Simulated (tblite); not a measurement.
Run record: tight-binding relaxation, `CSSCCC(F)(F)F`.

Computed with GFN2-xTB geometry optimisation, gas phase (tblite 0.8.0). Start geometry: from a force field or distance geometry. A driver script takes a list of jobs; this job's settings line and coordinates (Å) are shown.

Command:
```bash
OMP_NUM_THREADS=1 python probes_run.py task.json out
```

Input:
```
{"job": {"kind": "relax", "xc": "GFN2-xTB", "basis": "xTB"}, "charge": 0, "multiplicity": 1}
C      3.153400     0.322300    -0.137100
S      2.132400    -0.680300     0.969200
S      0.939800    -1.707000    -0.337200
C     -0.443600    -0.528600    -0.644400
C     -1.322600    -0.365600     0.601600
C     -2.475700     0.560300     0.276600
F     -2.027400     1.782200    -0.103100
F     -3.230300     0.074800    -0.713900
F     -3.256700     0.725500     1.361600
H      3.713300    -0.310600    -0.813400
H      2.513500     1.012200    -0.708500
H      3.845100     0.911700     0.458800
H     -1.038600    -0.943600    -1.452800
H     -0.029700     0.420400    -0.979100
H     -0.757300     0.065800     1.432700
H     -1.723200    -1.330600     0.931900
```

What does the run print?

```
step      E/eV     max force
  0    -893.92158    0.747
  1    -893.94561    0.335
  2    -893.95681    0.188
  3    -893.96069    0.159
  4    -893.96396    0.135
  5    -893.96640    0.146
  6    -893.96844    0.102
  7    -893.96937    0.069
  8    -893.96979    0.048
  9    -893.97004    0.045
... (29 lines left out)
 39    -893.97455    0.016
 40    -893.97460    0.017
 41    -893.97465    0.020
 42    -893.97471    0.025
 43    -893.97476    0.022
 44    -893.97481    0.014
 45    -893.97484    0.012
 46    -893.97486    0.016
 47    -893.97487    0.012
 48    -893.97488    0.006
```

«max force» is the largest atomic force in eV/Å.

From which step on does the largest force stay under 0.1 eV/Å, and how much energy is left to gain from there?

From step 7 (0.069 eV/Å), 5.5 meV above the end.

In short: energy lowered by 1.2 kcal/mol over 48 steps; largest atomic force 0.006 eV/Å at the end.

Where do the atoms end?

0.062 Å rms from the input after alignment:
```
atom  x, y, z in Å
C1     3.1717    0.3477   -0.1413
S2     2.0658   -0.5877    0.9682
S3     0.9570   -1.6715   -0.3361
C4    -0.4617   -0.5575   -0.6683
C5    -1.3186   -0.3831    0.5759
C6    -2.4696    0.5660    0.3070
F7    -2.0474    1.7844   -0.0668
F8    -3.2755    0.1283   -0.6724
F9    -3.2411    0.7436    1.3879
H10    3.7109   -0.3482   -0.7754
H11    2.5921    1.0470   -0.7360
H12    3.8601    0.8862    0.5009
H13   -1.0174   -1.0388   -1.4716
H14   -0.0746    0.3995   -1.0178
H15   -0.7236    0.0331    1.3936
H16   -1.7356   -1.3400    0.8952
```

Hardware: Arm Neoverse V2, one thread, on a shared host. Cost: 0.27 s wall.
Labels such as C1 count atoms from 1, the log's own numbers from 0.
